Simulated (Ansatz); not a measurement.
GeO₂⁻. Total charge -1; quartet. Geometry PBE-D4/def2-TZVPD; atoms count from 1.

```xyz
3

Ge    0.483   -0.374    0.453
O    -0.958   -0.996   -0.440
O     0.475    1.370   -0.014
```

The highest occupied level of the charge -1 quartet lies above zero (up to 1.48 eV). It is a level of α spin, whose loss leaves a triplet; that state wasn't run at this geometry and level. The electron is either unbound and held by the finite basis, or the level is raised by self-interaction error. At PBE0-D4/def2-TZVPD a doublet of charge -1 lies 3.30 eV below the quartet, each at its own geometry. The structure comes from a short search, and lower isomers may exist.

Estimate the Mulliken populations from the PBE0/def2-TZVPD orbitals of Ansatz.


```json
{"atom": "Ge1", "charge (e)": "-0.04", "spin (α − β)": "1.12"}
{"atom": "O2", "charge (e)": "-0.48", "spin (α − β)": "0.94"}
{"atom": "O3", "charge (e)": "-0.48", "spin (α − β)": "0.94"}
```
Mulliken values and Mayer orders depend strongly on the basis. With diffuse functions, as here, like atoms can get unlike values, and bond orders can come out too low or too high.

Where does the spin sit?

Summed by element: Ge 1.12, O 1.88, of 3 unpaired in all. Largest on single atoms: Ge1 1.12, O2 0.94, O3 0.94.

And the Mayer bond orders between bonded heavy atoms (over 0.3)?

Ge1–O2 1.12 (1.81 Å); Ge1–O3 1.12 (1.81 Å).
